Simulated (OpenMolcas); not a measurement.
**Pt2+: effect of correlating more closed shells**

- Program: OpenMolcas 26.06
- Basis: ANO-RCC-VTZP [8s7p5d3f1g]
- Scalar Hamiltonian: DKH2, point nucleus
- Active space: 8 electrons in 6 orbitals (5d 6s)
- State averaging: 2S+1 = 3 even, 60 roots; 2S+1 = 5 even, 15 roots kept (CI in the orbitals of an earlier block); 2S+1 = 1 even, 55 roots kept (CI in the orbitals of an earlier block)
- Spin-orbit coupling: state interaction with AMFI integrals over the reference wave functions, term energies averaged over their components

Methods on the same reference wave functions:
A. CASSCF
B. MS-CASPT2, IPEA 0.25 Eh, imaginary shift 0.1 Eh (closed shells correlated: none)
C. MS-CASPT2, IPEA 0.25 Eh, imaginary shift 0.1 Eh (closed shells correlated: 5s 5p)

Energies in eV above 5d8 3F4, the measured ground level; measured values from NIST levels as listed in McCann et al., Mon. Not. R. Astron. Soc. 538, 537 (2025).

| Level | A | B | C | Measured |
| --- | --- | --- | --- | --- |
| 5d8 3F4 | 0.0000 | 0.0000 | 0.0000 | 0.0000 |
| 5d8 3F3 | 1.2654 | 1.283 | 1.287 | 1.2091 |
| 5d7 6s 5F5 | 2.2812 | 2.838 | 2.473 | 2.7074 |
| 5d8 3P0 | 2.3464 | 1.904 | 1.885 | 1.8522 |
| 5d8 3P1 | 2.4752 | 2.155 | 2.118 | 2.0807 |
| 5d8 1G4 [60 %] | 3.1656 | 2.844 | 2.739 | 2.6447 |
| 5d7 6s 5F3 | 3.6126 | 4.125 | 3.768 |  |
| 5d7 6s 5F2 [68 %] | 3.8957 | 4.346 | 3.995 |  |
| 5d7 6s 5F1 [63 %] | 4.0401 | 4.465 | 4.112 |  |
| 5d7 6s 3F4(1) [60 %] | 4.4139 | 4.593 | 4.270 |  |
| 5d7 6s 5P3 [73 %] | 4.5489 | 4.752 | 4.396 |  |
| 5d7 6s 5P2 [54 %] | 4.5687 | 4.669 | 4.307 |  |
| 5d7 6s 5P1 [55 %] | 5.1203 | 5.239 | 4.875 |  |
| 5d7 6s 3G5 [65 %] | 5.1661 | 5.522 | 5.118 |  |
| 5d7 6s 3F3(1) [63 %] | 5.2732 | 5.418 | 5.100 |  |
| 5d7 6s 3H6 | 5.9800 | 6.314 | 5.864 |  |
| 5d7 6s 3G3 | 6.1228 | 6.404 | 6.011 |  |
| 5d7 6s 3P0(2) [51 %] | 6.3266 | 6.577 | 6.350 |  |
| 5d7 6s 3H5 [60 %] | 6.3958 | 6.657 | 6.224 |  |
| 5d7 6s 3D3(1) [63 %] | 6.6811 | 6.835 | 6.512 |  |
| 5d7 6s 3F2(2) | 7.6224 | 7.488 | 7.052 |  |
| 5d7 6s 1H5 [63 %] | 7.7296 | 7.887 | 7.473 |  |
| 5d7 6s 3F3(2) [71 %] | 7.7428 | 7.594 | 7.151 |  |
| 5d7 6s 3P0(1) | 7.8705 | 7.793 | 7.440 |  |

Deviations, from unrounded energies. A percentage is the sum of absolute deviations over the sum of measured energies, with the sign that they share, or ± where signs differ.

| Against measurement | Levels | A | B | C |
| --- | --- | --- | --- | --- |
| mean absolute deviation (cm-1) | 5 | 3100 | 850 | 770 |
| fine structure of the ground term (%) | 1 | +4.7 | +6.1 | +6.4 |
| other terms of the ground configuration (%) | 3 | +21.4 | +4.9 | +2.5 |
| other configurations (%) | 1 | -15.7 | +4.8 | -8.7 |

C lies closest to measurement on these levels and A furthest from it. The largest miss of C in the table is 5d7 6s 5F5, by -1900 cm-1. The ranking rests on the paired levels alone, and a cruder setting can come out closer through cancelling errors.

Between B and C the level of the table that moves most is 5d7 6s 3H6, by 3600 cm-1 (lowest in C, highest in B). Moves below CASPT2's spread within the term are not significant.

The mean deviations of B to C differ by less than CASPT2's widest spread within a term (1000 cm-1), so their order carries little weight.

From A to B the spin-free energies of the other terms of 5d8 shown, above 3F, scale by factors of 0.71 to 0.86, as is usual when dynamic correlation screens the repulsion within a d or f shell.

The lowest spin-free term lies below A's lowest term by 0.200 hartree in B, 0.441 hartree in C.

What an inner shell adds also hangs on whether the basis holds functions to correlate it.

CASPT2 does not keep the components of a term degenerate, so their means are used; among the terms shown or strongly mixed into the levels shown the widest spread is 1000 cm-1 (5d8 1G, C). Terms from blocks run as CI alone lack orbitals of their own. A single d shell beside an s shell can misplace configurations of different d count against each other. The CASPT2 spread within a term exceeds the gap to the next term for 5d7 6s 3D(1) and 5d7 6s 3H, 5d7 6s 3H and 5d7 6s 3P(1), so the order of their levels is uncertain (figures for B; the like holds for C). Without dynamic correlation excited terms often stand tens of per cent too high (terms of higher spin than the ground term too low), and those without a measured partner can miss by more than the paired ones (holds for A). Computed and measured levels are paired by configuration, term and J; levels that our copy of the source lacks, or whose pairing is in doubt (as where it misses far off the trend of its configuration), stay unpaired and out of the deviations. Only configurations of the active space appear. The table leaves out levels that lie high or whose names do not pair safely across all columns.

A share in square brackets marks a mixed level and gives the weight of the term that names it, the lowest over the columns. A number in round brackets counts repeated terms of one configuration in the order of the reference energies.
